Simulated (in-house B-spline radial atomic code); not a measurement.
A run on Pr+ (an excited or competing configuration) that did not converge. Method: scalar-relativistic (X2C) wB97X, spin-polarised, spherical fractional occupations, Fermi nucleus of rms radius 4.8919 fm; computed with an all-electron radial atomic-structure program (B-spline basis).

Command:
```bash
python run_scf.py task.json out
```
Settings (nuclear radius in fm, mass in u):
```
Z                59
configuration    [Xe] 4f2 6s1 7f1
hamiltonian      x2c
method           wb97x
spin_polarised   True
nucleus          fermi
rms_radius       4.8919
atomic_mass      140.90766
speed_of_light   137.035999084
```

First and last ten iterations of the last attempt (damped for 15 steps, keeping 80 % of the old Fock matrix, then DIIS):
```
 iter        energy (Eh)    residual
    1       -9223.913730    4.86e-01
    2       -9229.602421    4.50e-01
    3       -9232.894577    2.98e-01
    4       -9234.528190    1.93e-01
    5       -9235.308281    1.27e-01
    6       -9235.674464    8.75e-02
    7       -9235.844606    6.44e-02
    8       -9235.923907    4.73e-02
    9       -9235.960943    3.48e-02
   10       -9235.978614    2.58e-02
  111       -9235.996774    3.85e-04
  112       -9235.996745    4.74e-04
  113       -9235.996674    4.74e-04
  114       -9235.996631    4.27e-04
  115       -9235.996824    5.67e-04
  116       -9235.996721    4.79e-04
  117       -9235.996656    4.34e-04
  118       -9235.996408    6.41e-04
  119       -9235.996720    4.69e-04
  120       -9235.996768    4.87e-04
 not converged after 120 iterations
```

The smallest residual met was 3.7e-04; the threshold is about 6e-07. No energy from this run should be used. Cost of the run: 23 s on 1 thread of Intel(R) Xeon(R) 6975P-C, on a shared host.
